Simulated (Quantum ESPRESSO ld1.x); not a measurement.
Results of a calculation; reference values are marked as such.
Q: All-electron atom: Tm I in [Xe] 4f13 6s2. Code: ld1.x of Quantum ESPRESSO 7.5. Model: scalar-relativistic Kohn-Sham, LDA (Slater exchange, VWN5 correlation), spin-polarised, spherical densities, point nucleus; open shells are filled with parallel spins first. Some entries of the table are withheld. Estimate them.

orbital  occ.  eigenvalue (hartree)  <r^2> (bohr^2)
1s up       1              -2177.00       0.0005490
1s down     1              -2177.00       0.0005490
2s up       1              -367.334        0.008524
2s down     1              -367.333        0.008524
2p up       3              -324.453        0.006949
2p down     3              -324.453        0.006949
3s up       1              -82.5437         0.05591
3s down     1              -82.5271         0.05590
3p up       3              -69.5610         0.05634
3p down     3              -69.5444         0.05632
3d up       5              -53.5035         0.04691
3d down     5              -53.4905         0.04689
4s up       1              -16.2524          0.2802
4s down     1              -16.2194          0.2802
4p up       3              -11.9840          0.3182
4p down     3              -11.9516          0.3183
4d up       5              -6.31627          0.3799
4d down     5              -6.28483          0.3802
5s up       1              -1.97524           1.703
5s down     1              -1.96042           1.710
5p up       3                   (1)             (2)
5p down     3                   (3)             (4)
6s up       1              -0.14856           17.48
6s down     1              -0.14766           17.59
4f up       7              -0.13521          0.9107
4f down     6              -0.10818          0.9479

A: 
(1) 5p up eigenvalue (hartree): -0.99967
(2) 5p up <r^2> (bohr^2): 2.480
(3) 5p down eigenvalue (hartree): -0.98908
(4) 5p down <r^2> (bohr^2): 2.497
